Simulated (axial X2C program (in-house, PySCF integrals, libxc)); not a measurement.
Which molecule has these constants?

All values come from calculations with an in-house relativistic program for diatomic molecules, spin-free (one-electron X2C) or two-component (2c: spin–orbit coupling with atomic mean-field Coulomb and Gaunt terms, which also bring small scalar terms), in Dyall basis sets with cores contracted in-house; open shells are unrestricted.

A two-component PBE0 calculation in a Dyall 3-zeta basis gave Re = 2.988 Å, ωe = 220.7 cm⁻¹, De = 0.38 eV, dipole magnitude 0.90 D, Ω = 3.

Question: Which molecule is it?
A. MnN
B. MnF
C. LiMn
D. MnO
E. MnC

Answer: C. The others have MnO 1.623 Å and 875.1 cm⁻¹ (Ω = 5/2); MnN 1.632 Å and 681.4 cm⁻¹ (Ω = 1); MnF 1.830 Å and 618.7 cm⁻¹ (Ω = 3); MnC 1.754 Å and 531.5 cm⁻¹ (Ω = 3/2).

Each entry is the lowest single determinant of a limited PBE0 search at one distance. De goes to single-determinant-based atoms at the same level (for ions the charge split of lowest energy) and is withheld (n/a) where an atom does not fit its ground term or J level. Main or longest-lived isotopes. One determinant is a doubtful description, or other states lie close, for LiMn, MnO, MnN, MnF, MnC; these need not be ground states, and all values refer to the states named. Some open-shell Ω = 0 determinants are out of reach, so the Ω given for LiMn, MnN, MnF need not be the lowest component. With several unpaired electrons the Ω given is that of one determinant, not necessarily of the lowest component. Some light 2c atoms are not at their ground J level, so De misses part of their lowering (0.04 eV or less). The functionals have no current term, which raises determinants with orbital currents.
